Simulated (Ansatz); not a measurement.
Ideal-gas functions of F$_{4}$Sn (`[F][Sn]([F])([F])[F]`) at 400 K and 1 bar, from an Ansatz frequency run at PBE0-D4/def2-TZVP.

Molar mass 194.7 g/mol, point group Td (symmetry number 12), electronic degeneracy 1, moments of inertia 178.315, 178.372, 178.378 u Å². Harmonic wavenumbers (cm⁻¹, unscaled): 141, 141, 186, 186, 186, 657, 689, 689, 689.

Use S(trans) = R[1.5 ln M + 2.5 ln T − 1.1517]; rotational temperatures θ = 24.2544 K / I; S(rot) = R[ln(√π/σ · √(T³/θAθBθC)) + 1.5]; for each mode x = 1.438777 ν̃/T, S = R[x/(eˣ − 1) − ln(1 − e⁻ˣ)] and H = RT x/(eˣ − 1); 1 cm⁻¹ = 0.0119627 kJ/mol; R = 8.31446 J/(mol·K).

Task: By hand: the entropy, in J/(mol·K).

Result: Translation 180.7. Rotation: θ = 0.136, 0.136, 0.136 K, giving 96.2. Vibration, mode by mode: 14.05, 14.05, 11.81, 11.81, 11.81, 2.86, 2.62, 2.62, 2.62, in all 74.2. Electronic 0.0. Sum 351.1 J/(mol·K).

Task: By hand: H − E and G − E in kJ/mol, counted from the electronic energy.

Result: Zero-point energy ½ × 3564 × 0.0119627 = 21.3; thermal vibration 15.2; translation, rotation and pV give 4 RT = 13.3. H − E = 49.8 kJ/mol, and G − E = 49.8 − 400 × 351.1/1000 = -90.6 kJ/mol.

Vibration gives 21 % of the entropy, 28.1 J/(mol·K) of it from the modes under 150 cm⁻¹: soft modes count most, and the harmonic formula is weakest for them.
